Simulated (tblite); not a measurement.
**Question.** Give a GFN2-xTB geometry of `[C@@H]12CC=C[C@]2(C1)[CH][CH2+]` [radical]. (Charge +1 and doublet state.)

**Answer.** 
```xyz
18
C8H10 angstrom
C      2.5770    1.0633   -0.5674
C      1.7992    0.0396   -0.1741
C      0.3553    0.0555   -0.1156
C     -0.4824    1.1619   -0.5316
C     -1.7086    0.7447   -0.9305
C     -1.8533   -0.7294   -0.8852
C     -0.5396   -1.2198   -0.3109
C     -0.2609   -0.8277    1.0600
H      3.6457    0.9463   -0.6298
H      2.1842    2.0280   -0.8410
H      2.2654   -0.8937    0.1164
H     -0.1423    2.1820   -0.5508
H     -2.5009    1.3860   -1.2765
H     -2.0228   -1.1165   -1.8959
H     -2.7171   -1.0367   -0.2896
H     -0.0644   -2.0908   -0.7390
H     -1.0200   -0.3264    1.6431
H      0.4767   -1.3601    1.6420
```

Orientation and origin are arbitrary. Atoms count from 1 in this order. The 5-membered ring C3–C4–C5–C6–C7 has internal angles of 104.4° to 112.7°; it is almost planar, 0.01 Å rms from its mean plane, widest ring torsion 3°. C2 (carbon bonded to 2 C and H) is planar (angles 125.6°, 119.1° and 115.4°, sum 360.0°, 0.01 Å off the plane of its three neighbours). C4 (carbon bonded to 2 C and H) is planar (angles 125.0°, 123.1° and 111.9°, sum 360.0°, 0.01 Å off the plane of its three neighbours). Of the pairs four or more bonds apart, C4···H10 is among the closest relative to their van der Waals radii: 2.82 Å, 97 % of the sum of Bondi's values.

Bonds between heavy atoms (Å): C1–C2 1.344, C2–C3 1.445, C3–C4 1.449, C4=C5 1.355, C5–C6 1.482, C6–C7 1.515, C7–C8 1.453, C3–C7 1.570, C3–C8 1.594.

Structure optimised with GFN2-xTB, isolated species. This method treats the open shell by occupation alone, without spin polarisation.

Point group: C1 (no symmetry element, even within 0.4 Å). Its GFN2-xTB frequencies are all real (lowest 72 cm⁻¹). Torsions: H–C1–C2–C3 -177° and 3°, C1–C2–C3–C4 3°.

One conformer stands for the species.

The numbers are calculated, not measured.
